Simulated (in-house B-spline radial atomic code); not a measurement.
Configurations of the gadolinium ion Gd²⁺, with energies counted from [Xe] 4f7 5d1. Level of theory: scalar-relativistic (X2C) LC-wPBE, spin-polarised, spherical fractional occupations, Fermi nucleus of rms radius 5.1569 fm; calculated with an all-electron radial atomic-structure program (B-spline basis). Shells without spins written out take the highest spin.

Caution: exact exchange at fractional occupations of open shells leaves self-interaction of up to several eV.

Occupations are held fixed; configurations that lie above the ionisation limit could autoionise.

```json
{"configuration": "[Xe] 4f6 5d2", "E - E(ref) (eV)": "17.474", "highest orbital": "5d up", "its <r> (bohr)": "2.228"}
{"configuration": "[Xe] 4f6 5d1 6p1", "E - E(ref) (eV)": "24.517", "highest orbital": "6p up", "its <r> (bohr)": "4.022"}
{"configuration": "[Xe] 4f(3 up, 4 down) 5d(1 up, 0 down)", "E - E(ref) (eV)": "29.025", "highest orbital": "5d up", "its <r> (bohr)": "2.452"}
{"configuration": "[Xe] 4f6 5d1 5f1", "E - E(ref) (eV)": "31.701", "highest orbital": "5f up", "its <r> (bohr)": "6.369"}
{"configuration": "[Kr] 4d9 4f8 5s2 5p6 5d1", "E - E(ref) (eV)": "148.09", "highest orbital": "5d up", "its <r> (bohr)": "2.401"}
{"configuration": "[Kr] 4d9 4f7 5s2 5p6 5d2", "E - E(ref) (eV)": "150.91", "highest orbital": "5d up", "its <r> (bohr)": "2.216"}
{"configuration": "[Kr] 4d9 4f7 5s2 5p6 5d1 6d1", "E - E(ref) (eV)": "163.35", "highest orbital": "6d up", "its <r> (bohr)": "5.928"}
{"configuration": "[Kr] 4d(4 up, 5 down) 4f(4 up, 3 down) 5s2 5p6 5d(0 up, 2 down)", "E - E(ref) (eV)": "185.41", "highest orbital": "5d down", "its <r> (bohr)": "2.247"}
```

Problem. Order these further configurations by energy, lowest first.
A. [Xe] 4f(2 up, 5 down) 5d(0 up, 1 down)
B. [Xe] 4f(1 up, 5 down) 5d(1 up, 0 down) 6f(0 up, 1 down)
C. [Kr] 4d10 4f8 5s2 5p5 5d1
D. [Kr] 4d10 4f(3 up, 4 down) 5s2 5p(3 up, 2 down) 5d(0 up, 1 down) 6p(0 up, 1 down)
E. [Xe] 4f(1 up, 7 down)

Solution. E (0.52278 eV), A (24.023 eV), C (29.446 eV), B (46.907 eV), D (66.613 eV).

Problem. How far above the reference does [Xe] 4f(4 up, 3 down) 5d(1 up, 0 down) lie?

Solution. 28.909 eV; its least bound orbital is 5d up with <r> = 2.437 bohr.

Problem. How far above the reference does [Kr] 4d10 4f7 5s2 5p5 5d1 6d1 lie?

Solution. 40.363 eV; its least bound orbital is 6d up with <r> = 5.98 bohr.

Problem. How far above the reference does [Xe] 4f6 5d1 6s1 lie?

Solution. 17.859 eV; its least bound orbital is 5d up with <r> = 2.196 bohr.
